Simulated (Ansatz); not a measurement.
## Reading a saddle point

A first-order saddle point of Si2H5ClF2, closed shell, PBE0-D4/def2-TZVP, with one imaginary mode of 833i cm⁻¹:

```
atom    x (Å)    y (Å)    z (Å)
 Si1  -0.7323   0.9517  -0.0160
 Si2   0.4979  -1.3071  -0.1845
  F3  -1.8527   0.0130  -0.6974
  F4  -1.3923   1.2441   1.3870
  H5  -0.5805   2.0259  -0.9935
  H6   0.8354   0.3749   0.3575
 Cl7   1.4356   1.8194   0.9074
  H8   1.8830  -1.5362   0.2913
  H9  -0.4845  -2.0897   0.5949
 H10   0.3903  -1.4959  -1.6468
```

Program: Ansatz 0.2.0. Basis: def2-TZVPP and def2-QZVPP. Cores are frozen in the correlated methods. Extrapolation: Hartree–Fock as exp(−7.88 √X), correlation as X^−2.97.

Question: Which contacts change along the imaginary mode, and what lies on either side? (A judgement: the text doesn't fix the answer.)

Answer: The calculation gives: The step is Si₂H₄F₂ ([F][SiH]([F])[SiH3]) + HCl → SiHClF₂ ([F][SiH]([F])[Cl]) + SiH₄, with the molecules in contact on both sides. Shortening one way: Si1–Cl7, Si2–H6; lengthening the same way: Si1–Si2, H6–Cl7.
```csv
pair,one side (Å),saddle (Å),other side (Å)
Si1–Cl7,4.21,2.51,2.02
Si2–H6,3.68,1.80,1.49
Si1–Si2,2.34,2.58,4.20
H6–Cl7,1.28,1.66,3.45
```

Question: Which side is lower, and how far does the saddle lie above each? (To be estimated.)

Answer: Computed: The side with Si1–Cl7, Si2–H6 short is lower by 26.36 kcal/mol; the saddle lies 64.33 kcal/mol above it and 37.97 kcal/mol above the other (CCSD(T) at an estimated basis limit (MP2 extrapolated from triple and quadruple zeta, plus CCSD(T) − MP2 in triple zeta); electronic energies).

The T1 diagnostic stays at or below 0.014.

Labels in which every atom is bracketed show which atoms are joined, not bond orders.

For scale, one of the runs: CCSD(T)/def2-TZVPP, 258 basis functions, launched by `ansatz run in.yaml --threads 8 --pin off --events-out ev --progress --plain --max-ram 19148MiB`. Time: 59 s of wall clock on 8 CPU threads of a Oxide Virtual Turin-like; the host was shared. Peak host memory: 5.7 GiB.
